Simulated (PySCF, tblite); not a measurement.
Isomers of C2H10OSi3, one GFN2-xTB conformer each. Single-point energies are computed at PBE0/pcSseg-1 (PySCF, gas phase, no added dispersion term), electronic only.

```
                       SMILES  GFN2-xTB relative energy (kJ/mol)
   [SiH3]/C=C(/[SiH3])O[SiH3]                                0.0
C[C@H]1[SiH2][Si@H](O)[SiH2]1                               97.3
```

Conformers: `[SiH3:1]/[CH:2]=[C:3](/[SiH3:4])[O:5][SiH3:6]` with C2–C3–O5–Si6 167°; `[CH3:1][C@H:2]1[SiH2:3][Si@H:4]([OH:5])[SiH2:6]1` with Si3–Si4–O5–H -48°, C1–C2–Si3–Si4 112°, C2–Si3–Si4–O5 125°, Si3–Si4–Si6–C2 -7°, C1–C2–Si6–Si4 -112°.

**Question.** What does PBE0/pcSseg-1 give for the same structures?

**Answer.** 
| SMILES | PBE0/pcSseg-1 E (Eh) | PBE0/pcSseg-1 (kJ/mol) | GFN2-xTB (kJ/mol) | point group |
| --- | --- | --- | --- | --- |
| C[C@H]1[SiH2][Si@H](O)[SiH2]1 | -1025.35250 | 0.0 | 97.3 | Cs |
| [SiH3]/C=C(/[SiH3])O[SiH3] | -1025.30805 | 116.7 | 0.0 | – |

GFN2-xTB puts [SiH3]/C=C(/[SiH3])O[SiH3] lowest instead. As drawn, the lower has a four-membered ring, an O–H bond and an Si–Si bond, which the higher lacks; the higher has a C=C bond outside aromatic rings, which the lower lacks.

**Question.** Which frontier levels, dipoles and rotational constants go with these structures?

**Answer.** 
```csv
SMILES,"HOMO (eV, PBE0/pcSseg-1)",LUMO (eV),dipole (D),"A, B, C (MHz)"
C[C@H]1[SiH2][Si@H](O)[SiH2]1,-7.16,-1.35,1.24,"2711, 1392, 1041"
[SiH3]/C=C(/[SiH3])O[SiH3],-7.12,-0.62,1.51,"2080, 1249, 802.6"
```

**Question.** What happens when harmonic zero-point energies from GFN2-xTB frequencies are added?

**Answer.** 
| SMILES | ZPE (kJ/mol) | electronic (kJ/mol) | with ZPE (kJ/mol) |
| --- | --- | --- | --- |
| C[C@H]1[SiH2][Si@H](O)[SiH2]1 | 285.2 | 0.0 | 0.0 |
| [SiH3]/C=C(/[SiH3])O[SiH3] | 255.8 | 116.7 | 87.3 |

The zero-point energies span 29.4 kJ/mol. The order is unchanged.
